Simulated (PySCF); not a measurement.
**Spin-rotation constants: `B[AsH]CCC`, C$_{3}$H$_{10}$AsB**

Geometry (Å), atoms numbered from 1 in this order:
```xyz
15

B     2.541   -0.773   -0.400
As    1.654    0.970   -0.190
C    -0.202    0.698   -0.788
C    -0.998   -0.364   -0.044
C    -2.434   -0.472   -0.535
H     3.444   -1.078    0.342
H     2.306   -1.444   -1.377
H     1.464    1.043    1.313
H    -0.702    1.677   -0.726
H    -0.124    0.454   -1.861
H    -0.489   -1.338   -0.149
H    -0.990   -0.138    1.036
H    -2.991   -1.246    0.016
H    -2.472   -0.733   -1.605
H    -2.973    0.481   -0.408
```

Method used: GIAO BHandHLYP/pcSseg-1 magnetisability, rotational g tensor and spin-rotation constants, non-relativistic, gas phase (PySCF). Geometry: PBE0-D3(BJ)/def2-SVP.

The calculation is non-relativistic, which matters for the atoms heavier than Zn.

Question: Give the nuclear spin-rotation constants along the inertial axes (H = +C I·J) beside the isotropic shieldings.

Answer: Rotational constants 7.2305, 1.4293, 1.2817 GHz. A star marks the isotopologue with that one atom substituted, in its own axes.
| atom | isotope | Caa (kHz) | Cbb (kHz) | Ccc (kHz) | mean (kHz) | σ (ppm) |
| --- | --- | --- | --- | --- | --- | --- |
| B1 | 11B | 2.469 | 0.568 | 0.566 | 1.201 | 1.5 |
| As2 | 75As | 9.442 | 2.081 | 2.157 | 4.560 | 1460.4 |
| H6 | 1H | 0.136 | -0.076 | -0.006 | 0.018 | 22.4 |
| H7 | 1H | -0.397 | -0.045 | 0.062 | -0.127 | 22.3 |
| H8 | 1H | -0.741 | -0.135 | 0.055 | -0.274 | 27.4 |
| H9 | 1H | -0.720 | 0.030 | -0.145 | -0.278 | 30.1 |
| H10 | 1H | -0.712 | -0.155 | 0.025 | -0.281 | 29.8 |
| H11 | 1H | -0.701 | 0.032 | -0.148 | -0.272 | 30.2 |
| H12 | 1H | -0.792 | -0.147 | 0.031 | -0.303 | 30.2 |
| H13 | 1H | -0.416 | -0.096 | -0.086 | -0.199 | 30.2 |
| H14 | 1H | -0.746 | -0.152 | 0.019 | -0.293 | 30.4 |
| H15 | 1H | -0.707 | 0.021 | -0.145 | -0.277 | 30.5 |
| C3 | 13C* | 1.086 | 0.237 | 0.214 | 0.512 | 156.2 |
| C4 | 13C* | 1.078 | 0.252 | 0.243 | 0.524 | 148.7 |
| C5 | 13C* | 0.943 | 0.219 | 0.199 | 0.454 | 164.5 |

For the geometry as given, no vibrational averaging.

Question: How do the rotational constants and the g tensor change when H6, H7, H8, H9, H10, H11, H12, H13, H14, H15 are replaced by deuterium?

Answer: Constants 5.2913, 1.2027, 1.0836 GHz; g -0.0114, -0.0098, -0.0097, against -0.0151, -0.0115, -0.0115 before.
